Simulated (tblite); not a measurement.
Record of a relaxation.

Species: C2H16BNSi4.
Atom-mapped SMILES: `[CH3:1][BH:2][Si@H:3]([NH2:4])[SiH2:5][SiH2:6][SiH2:7][CH3:8]` (hydrogens: H9, H10, H11 on C1; H12 on B2; H13 on Si3; H14, H15 on N4; H16, H17 on Si5; H18, H19 on Si6; H20, H21 on Si7; H22, H23, H24 on C8)

Computed with GFN2-xTB (tblite), gas phase: L-BFGS steps from a force-field or distance-geometry start until the largest atomic force falls under 0.01 eV/Å. 5 of its 244 geometries are shown.

Step 0: E = -637.4540 eV, largest atomic force 2.067 eV/Å
```
atom  x, y, z in Å  |  force x, y, z in eV/Å
C1     -4.438   -0.513    0.984   -0.407   0.229   0.112
B2     -2.903   -0.509    1.353   -0.386  -0.065   0.324
Si3    -1.681    0.452    0.187   -1.971   0.504   0.368
N4     -2.542    0.769   -1.357    1.160   0.829   0.384
Si5     0.105   -0.778   -0.273    0.450  -1.178  -0.152
Si6     1.669    0.580   -1.142    0.147   0.680  -0.369
Si7     3.643   -0.403   -0.720    0.507  -0.447  -0.484
C8      4.285    0.277    0.905   -0.203   0.160   0.470
H9     -4.992   -1.346    1.460    0.123   0.446  -0.528
H10    -4.569   -0.496   -0.123   -0.059  -0.206   0.862
H11    -4.939    0.431    1.336    0.529  -0.777  -0.243
H12    -2.505   -1.133    2.297   -0.243   0.303  -0.392
H13    -1.241    1.705    0.844    0.135   0.161  -0.164
H14    -2.743    1.783   -1.416    0.012  -0.990  -0.278
H15    -1.897    0.525   -2.121   -0.696   0.373   0.182
H16     0.611   -1.485    0.921   -0.065  -0.041  -0.184
H17    -0.217   -1.797   -1.296    0.068  -0.084   0.208
H18     1.447    0.706   -2.596   -0.007   0.272   0.153
H19     1.649    1.910   -0.476   -0.125  -0.123  -0.361
H20     3.493   -1.872   -0.625    0.179   0.190  -0.035
H21     4.577   -0.057   -1.794    0.264  -0.191   0.025
H22     5.295   -0.103    1.087   -0.349   0.261   0.326
H23     3.587   -0.004    1.722    0.731   0.136  -0.390
H24     4.296    1.376    0.852    0.205  -0.441   0.168
```

Step 61: E = -638.2081 eV, largest atomic force 0.039 eV/Å
```
atom  x, y, z in Å  |  force x, y, z in eV/Å
C1     -4.658   -0.596    0.971    0.013  -0.002  -0.001
B2     -3.176   -0.337    1.422    0.019   0.009   0.003
Si3    -1.833    0.490    0.275    0.013  -0.007  -0.003
N4     -2.515    0.906   -1.273    0.012  -0.002   0.032
Si5     0.030   -0.780   -0.336    0.005  -0.001  -0.005
Si6     1.823    0.379   -1.262   -0.008  -0.032   0.020
Si7     3.974   -0.358   -0.808   -0.007  -0.004   0.016
C8      4.493    0.249    0.918   -0.002  -0.005  -0.004
H9     -5.096   -1.497    1.399   -0.007   0.000  -0.013
H10    -4.803   -0.622   -0.107   -0.009  -0.005  -0.005
H11    -5.262    0.235    1.347   -0.002  -0.014  -0.009
H12    -2.886   -0.658    2.516    0.008   0.009  -0.011
H13    -1.226    1.697    0.921   -0.017   0.014  -0.003
H14    -3.402    1.381   -1.300   -0.018   0.014   0.009
H15    -1.915    1.300   -1.980    0.011  -0.002  -0.003
H16     0.517   -1.524    0.844    0.013   0.014   0.009
H17    -0.304   -1.872   -1.267   -0.028  -0.021   0.004
H18     1.647    0.459   -2.723    0.004   0.005  -0.024
H19     1.718    1.795   -0.858   -0.003   0.026   0.000
H20     4.056   -1.828   -0.778    0.003  -0.002  -0.025
H21     5.020    0.074   -1.750    0.003  -0.007   0.011
H22     5.459   -0.149    1.216   -0.002   0.010  -0.012
H23     3.768   -0.060    1.667    0.008   0.018   0.001
H24     4.561    1.334    0.951   -0.009  -0.016   0.014
```

Step 122: E = -638.2359 eV, largest atomic force 0.052 eV/Å
```
atom  x, y, z in Å  |  force x, y, z in eV/Å
C1     -4.426   -0.843    0.734   -0.022   0.008   0.002
B2     -3.187   -0.189    1.445   -0.003  -0.019   0.014
Si3    -1.811    0.785    0.472   -0.013  -0.016  -0.007
N4     -2.393    1.248   -1.103    0.015  -0.020   0.002
Si5     0.023   -0.577   -0.032    0.019  -0.022   0.043
Si6     1.715    0.232   -1.404    0.041   0.003  -0.002
Si7     3.902   -0.385   -0.919   -0.017  -0.002  -0.023
C8      4.299    0.089    0.879   -0.004  -0.001   0.003
H9     -4.608   -1.867    1.062    0.012   0.003  -0.002
H10    -4.385   -0.838   -0.353    0.006   0.012   0.011
H11    -5.322   -0.287    1.022    0.006  -0.002  -0.010
H12    -3.077   -0.383    2.601    0.007   0.017  -0.015
H13    -1.246    1.975    1.178    0.000  -0.011  -0.002
H14    -3.274    1.731   -1.170   -0.014   0.001   0.011
H15    -1.752    1.652   -1.767    0.032   0.006  -0.004
H16     0.648   -1.010    1.239   -0.018   0.028  -0.027
H17    -0.406   -1.870   -0.598   -0.023  -0.018   0.006
H18     1.436   -0.120   -2.809   -0.001   0.015   0.004
H19     1.628    1.709   -1.427    0.009  -0.006  -0.009
H20     4.128   -1.834   -1.053   -0.011   0.020   0.006
H21     4.954    0.235   -1.745   -0.025   0.006  -0.014
H22     5.340   -0.105    1.119   -0.003  -0.004   0.025
H23     3.689   -0.473    1.580   -0.004  -0.001  -0.014
H24     4.112    1.145    1.057    0.010   0.004   0.005
```

Step 182: E = -638.2458 eV, largest atomic force 0.023 eV/Å
```
atom  x, y, z in Å  |  force x, y, z in eV/Å
C1     -4.393   -0.842    0.636   -0.004  -0.006  -0.002
B2     -3.243   -0.136    1.441   -0.001  -0.002  -0.011
Si3    -1.788    0.799    0.551   -0.007   0.004  -0.005
N4     -2.255    1.243   -1.067    0.005   0.009  -0.001
Si5     0.066   -0.564    0.145    0.012   0.002  -0.012
Si6     1.637    0.181   -1.402   -0.004  -0.006   0.022
Si7     3.866   -0.327   -0.999   -0.006   0.002   0.003
C8      4.237    0.035    0.830   -0.002  -0.007   0.001
H9     -4.430   -1.908    0.865    0.000   0.001   0.005
H10    -4.323   -0.738   -0.445   -0.005   0.004   0.004
H11    -5.365   -0.452    0.944   -0.006  -0.001   0.003
H12    -3.248   -0.276    2.609    0.000  -0.003  -0.006
H13    -1.260    1.992    1.278    0.005   0.002   0.001
H14    -3.118    1.748   -1.196    0.004  -0.005   0.000
H15    -1.561    1.625   -1.690    0.000  -0.003   0.006
H16     0.766   -0.813    1.422    0.001   0.003   0.005
H17    -0.340   -1.931   -0.236    0.003   0.001   0.004
H18     1.277   -0.279   -2.755    0.001   0.003  -0.006
H19     1.500    1.649   -1.527    0.001  -0.004  -0.004
H20     4.181   -1.744   -1.240   -0.004   0.006   0.000
H21     4.855    0.425   -1.790    0.000   0.001  -0.007
H22     5.241   -0.269    1.109    0.006   0.005  -0.009
H23     3.543   -0.494    1.477    0.001  -0.005   0.011
H24     4.143    1.095    1.049    0.001  -0.001  -0.001
```

Step 243: E = -638.2506 eV, largest atomic force 0.009 eV/Å
```
atom  x, y, z in Å  |  force x, y, z in eV/Å
C1     -4.429   -0.828    0.518    0.001  -0.002  -0.001
B2     -3.328   -0.122    1.388    0.004  -0.001   0.000
Si3    -1.823    0.829    0.603   -0.005   0.008   0.001
N4     -2.167    1.256   -1.050   -0.002  -0.001   0.000
Si5     0.093   -0.486    0.359    0.004  -0.004  -0.005
Si6     1.575    0.111   -1.331   -0.004   0.006   0.004
Si7     3.842   -0.302   -1.058    0.001  -0.003   0.002
C8      4.302   -0.038    0.768    0.000  -0.002   0.002
H9     -4.284   -1.909    0.581   -0.001   0.001   0.001
H10    -4.421   -0.564   -0.537    0.000   0.004   0.004
H11    -5.434   -0.651    0.905    0.000  -0.002  -0.003
H12    -3.384   -0.288    2.551   -0.007  -0.001   0.003
H13    -1.379    2.034    1.365   -0.003   0.000  -0.003
H14    -3.019    1.754   -1.251    0.001  -0.002   0.000
H15    -1.428    1.629   -1.625   -0.002   0.000   0.003
H16     0.830   -0.506    1.639    0.006   0.001   0.002
H17    -0.244   -1.914    0.195    0.004  -0.002   0.000
H18     1.138   -0.480   -2.609    0.004  -0.001  -0.002
H19     1.401    1.558   -1.588    0.002   0.001  -0.002
H20     4.235   -1.675   -1.412   -0.006  -0.002   0.000
H21     4.731    0.564   -1.851    0.004   0.000   0.000
H22     5.354   -0.231    0.952   -0.002   0.001  -0.008
H23     3.731   -0.701    1.413   -0.001   0.005   0.000
H24     4.096    0.981    1.082    0.001  -0.004   0.003
```

Problem. Summarise the path.

Solution. The energy falls by 0.7966 eV from step 0 to step 243; nine tenths of that is first reached at step 34. It falls at every step. The largest force goes from 2.067 to 0.009 eV/Å. Among the bonds Si3–Si5 changes most, from 2.217 to 2.336 Å; the atoms move by 0.885 Å rms after alignment.

Problem. Follow the three bonds and two angles with the largest change from start to end.

Solution. 
```
step  E above end (eV)  largest force (eV/Å)  Si3–Si5 (Å)  Si5–Si6 (Å)  Si6–Si7 (Å)  Si5–Si6–Si7 (°)  Si3–N4–H15 (°)
   0            0.7966                 2.067        2.217        2.247        2.246            105.9           107.2
  11            0.2575                 0.243        2.328        2.311        2.311            108.2           120.2
  21            0.1663                 0.235        2.343        2.322        2.331            111.5           116.6
  32            0.0927                 0.341        2.333        2.307        2.316            116.1           120.5
  42            0.0632                 0.094        2.336        2.330        2.319            117.4           118.5
  53            0.0479                 0.083        2.333        2.328        2.321            117.6           119.2
  63            0.0418                 0.034        2.336        2.328        2.321            118.6           118.8
  74            0.0399                 0.026        2.335        2.327        2.320            118.5           119.0
  85            0.0370                 0.048        2.337        2.326        2.321            118.4           119.0
  95            0.0305                 0.054        2.337        2.324        2.319            119.1           119.1
 106            0.0230                 0.055        2.334        2.326        2.322            118.9           119.5
 116            0.0175                 0.070        2.341        2.326        2.316            118.3           119.2
 127            0.0126                 0.034        2.338        2.326        2.319            117.7           118.9
 137            0.0111                 0.044        2.337        2.326        2.319            117.2           119.0
 148            0.0082                 0.037        2.336        2.324        2.319            116.6           118.5
 158            0.0074                 0.024        2.338        2.325        2.319            116.8           118.7
 169            0.0060                 0.025        2.336        2.326        2.317            117.2           119.1
 180            0.0050                 0.023        2.337        2.328        2.321            117.6           119.0
 190            0.0044                 0.024        2.336        2.326        2.320            117.6           119.0
 201            0.0029                 0.026        2.336        2.327        2.320            118.1           119.1
 211            0.0017                 0.013        2.337        2.326        2.320            118.7           119.2
 222            0.0010                 0.017        2.337        2.326        2.320            119.2           118.9
 232            0.0003                 0.017        2.339        2.326        2.321            119.5           119.0
 243            0.0000                 0.009        2.336        2.326        2.320            119.4           119.2
```

What follows is the cost of the whole relaxation. The run took 5.5 s wall on Arm Neoverse N1, one thread, shared host with 64 logical CPUs at a one-minute load of 58.
